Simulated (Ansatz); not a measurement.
```yaml
crystal:
  periodic: [false, false, false]
  atoms:
    - {symbol: F, position_ang: [-0.154372, -1.526257, 0.511361]}
    - {symbol: Sn, position_ang: [-0.846813, -0.629565, 0.342493]}
    - {symbol: Si, position_ang: [0.481093, 0.552432, 0.077829]}
    - {symbol: Cl, position_ang: [-1.526555, -0.741501, -1.136501]}
    - {symbol: H, position_ang: [1.106130, 0.314823, -0.669444]}
    - {symbol: H, position_ang: [0.846040, 0.635838, 0.850026]}
    - {symbol: H, position_ang: [-0.003620, 1.308526, -0.139197]}
basis:
  gaussian: {orbitals: x2c-TZVPPall}
magnetization: {spin_polarized: true, initial_magnetization: 3}
hamiltonian: {xc: {name: PBEsol}, dispersion: d4}
scf: {lower_state_search: off}
output: {forces: true}
```

```sh
$ ansatz run in.yaml --threads 4 --pin off --events-out ev --progress --plain --max-ram 10444MiB
```

Shortened log:

```
Functional definition: PBEsol
1500 factors; their error is unknown
mean field evaluation 1: about -191053.4518 eV, gradient 6.9e1 eV
mean field evaluation 2: about -190957.5211 eV, gradient 1.5e2 eV
mean field evaluation 4: about -191071.3708 eV, gradient 2.5e1 eV
mean field evaluation 8: about -191073.7483 eV, gradient 3.1e-1 eV
mean field evaluation 16: about -191073.7195 eV, gradient 1.0e-3 eV
mean field -191073.71954790 eV, -7021.8296789665 hartree, gradient 5.0e-6 eV, S^2 3.752473; 0 other end points of the search recorded, 0 dependent functions left out
reference -191073.71958772 eV, -7021.8296804301 hartree; 48, 45 occupied and 169, 172 virtual orbitals, 1500 factors
Total energy: -191073.78621104 eV, -7021.8321287918 hartree
Relativity: scalar
Atom 0 at    -0.154372    -1.526257     0.511361 Å, force   118.843310  -154.366379    31.079616 eV/Å
Atom 1 at    -0.846813    -0.629565     0.342493 Å, force  -117.309419   136.893067    21.983076 eV/Å
Atom 2 at     0.481093     0.552432     0.077829 Å, force     1.595014   -11.026618   -22.849555 eV/Å
Atom 3 at    -1.526555    -0.741501    -1.136501 Å, force   -23.413815    -2.573101   -48.406310 eV/Å
Atom 4 at     1.106130     0.314823    -0.669444 Å, force    18.313833    -6.303758   -21.056706 eV/Å
Atom 5 at     0.846040     0.635838     0.850026 Å, force    23.885497     4.197233    49.862949 eV/Å
Atom 6 at    -0.003620     1.308526    -0.139197 Å, force   -21.914419    33.179555   -10.613071 eV/Å
Dipole moment:     0.162067     0.077990    -0.205522 e Å
Checks for a lower state left out: stability, starts, cluster_reference, orbital_swaps, neighbouring_geometries, increment
```

**Question.** What is wrong with this run?

**Answer.** The geometry is squeezed to about two thirds of its size. The calculation finished and met its thresholds. The result belongs to that input, not to the molecule as meant.
